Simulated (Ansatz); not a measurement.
GeCl3⁻, relaxed as a quintet with UKS PBE0-D4/def2-SVPD in Ansatz, starting from the PBE0-D4/def2-SVPD geometry of the charge -1 singlet. Force threshold 0.02 eV/Å.

The relaxation made no stability test and no search for a lower SCF solution. At PBE0-D4/def2-SVPD a singlet of charge -1 lies 6.40 eV below the quintet, each at its own geometry. The structure comes from a short search, and lower isomers may exist.

Start:

```
atom   x (Å)   y (Å)   z (Å)
 Ge1  -0.681  -0.003   0.531
 Cl2  -0.536   1.601  -1.147
 Cl3  -0.240  -1.867  -0.787
 Cl4   1.457   0.269   1.403
```

| step | energy (eV) | largest force component (eV/Å) | SCF passes |
| --- | --- | --- | --- |
| 1 | -94045.0485 | 2.741 | 114 |
| 2 | -94046.0783 | 1.942 | 50 |
| 3 | -94046.6603 | 1.086 | 38 |
| 4 | -94047.0306 | 0.438 | 32 |
| 5 | -94047.2811 | 0.439 | 30 |
| 6 | -94047.4270 | 0.156 | 28 |
| 7 | -94047.5077 | 0.406 | 28 |
| 8 | -94047.5683 | 0.311 | 24 |
| 9 | -94047.7276 | 0.531 | 27 |
| 10 | -94047.9164 | 0.582 | 27 |
| 11 | -94048.0948 | 0.517 | 26 |
| 12 | -94048.2365 | 0.323 | 26 |
| 13 | -94048.3093 | 0.096 | 25 |
| 14 | -94048.3484 | 0.437 | 29 |
| 15 | -94048.4895 | 0.435 | 28 |
| 16 | -94048.6489 | 0.245 | 27 |
| 17 | -94048.7081 | 0.119 | 27 |
| 18 | -94048.7328 | 0.058 | 27 |
| 19 | -94048.7371 | 0.014 | 24 |
| 20 | -94048.7374 | 0.004 | 26 |

Force components are those of the run's own axes.

End:

Cartesian coordinates in Å:
```
Ge -0.0375 -0.9703 0.1855
Cl 0.0479 2.8305 -0.6125
Cl -1.1150 -2.8913 -0.5782
Cl 1.1046 1.0312 1.0052
```

Bonds lost: Ge1–Cl2 (atoms count from 1).

The force fell under the threshold at step 19, but the optimiser went on. No frequencies were taken in this run, so the end may be a saddle point.

Run time 43 s (4 threads of Arm Neoverse V2 on a shared host).
